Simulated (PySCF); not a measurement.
## Working out the ionisation energy of Ru²⁺

Ru²⁺ [Kr] 4d6 (5D) → Ru³⁺ [Kr] 4d5 (6S). All numbers are calculated (PySCF 2.14, a scalar-relativistic core potential, in aug-cc-pVDZ-PP with ECP28MDF). Frozen: 4s2 4p6. Energies in hartree (1 hartree = 27.21139 eV):

```csv
part,Ru²⁺ (lower),Ru³⁺ (upper)
UHF,-93.033111,-92.061660
CCSD correlation,-0.084532,-0.047173
(T),-0.000936,-0.000160
```

**Question.** What does Hartree-Fock give?

**Answer.** (-92.061660) − (-93.033111) = 0.971451 hartree = 26.435 eV.

**Question.** What do CCSD and CCSD(T) give?

**Answer.** The CCSD correlation energies differ by 0.037359 hartree = 1.017 eV and the triples by 0.000776 hartree = 0.021 eV, so CCSD gives 27.452 eV and CCSD(T) 27.473 eV.

Reference: 28.47 eV (semi-empirical (NIST evaluation); NIST Atomic Spectra Database, ionization energies), between the lowest levels; spin-orbit coupling is absent from the calculation.

A double-zeta basis recovers only part of the correlation energy.

What remains against the reference includes basis incompleteness, the frozen core and higher excitations.
